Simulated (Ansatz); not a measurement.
`C=C[Si](N)(O)[SiH3]` and `N[Si](O)([SiH3])O[SiH3]` differ in one atom or group.

Ansatz, PBE0-D4/def2-TZVP geometries, multiplicity 1. Each molecule was computed in one conformer, which needn't be the lowest.

```json
{"property": "LUMO energy (PBE0/def2-TZVPP) / eV", "`C=C[Si](N)(O)[SiH3]`": "-0.67"}
{"property": "LUMO energy (PBE/def2-TZVPP) / eV", "`C=C[Si](N)(O)[SiH3]`": "-1.62"}
{"property": "LUMO energy (ωB97M-V/def2-TZVPP) / eV", "`C=C[Si](N)(O)[SiH3]`": "1.30"}
{"property": "HOMO–LUMO gap (PBE/def2-TZVPP) / eV", "`C=C[Si](N)(O)[SiH3]`": "4.42"}
{"property": "size of the dipole moment (PBE/def2-TZVPP) / D", "`C=C[Si](N)(O)[SiH3]`": "2.67"}
{"property": "HOMO–LUMO gap (ωB97M-V/def2-TZVPP) / eV", "`C=C[Si](N)(O)[SiH3]`": "10.74"}
```

Task: Give the same properties after the change, and the shifts. (Best estimate.)

Result: The calculation gave: 
```json
{"property": "LUMO energy (PBE0/def2-TZVPP) / eV", "`N[Si](O)([SiH3])O[SiH3]`": "0.05", "shift": "0.72"}
{"property": "LUMO energy (PBE/def2-TZVPP) / eV", "`N[Si](O)([SiH3])O[SiH3]`": "-0.80", "shift": "0.82"}
{"property": "LUMO energy (ωB97M-V/def2-TZVPP) / eV", "`N[Si](O)([SiH3])O[SiH3]`": "1.69", "shift": "0.39"}
{"property": "HOMO–LUMO gap (PBE/def2-TZVPP) / eV", "`N[Si](O)([SiH3])O[SiH3]`": "5.29", "shift": "0.87"}
{"property": "size of the dipole moment (PBE/def2-TZVPP) / D", "`N[Si](O)([SiH3])O[SiH3]`": "2.03", "shift": "-0.64"}
{"property": "HOMO–LUMO gap (ωB97M-V/def2-TZVPP) / eV", "`N[Si](O)([SiH3])O[SiH3]`": "11.24", "shift": "0.50"}
```

With PBE0 the HOMO falls by 0.06 eV and the LUMO rises by 0.72 eV, so the gap widens by about 0.78 eV. PBE moves the HOMO by -0.06 eV and ωB97M-V by -0.11 eV. Dipoles are sizes alone; their direction can turn.
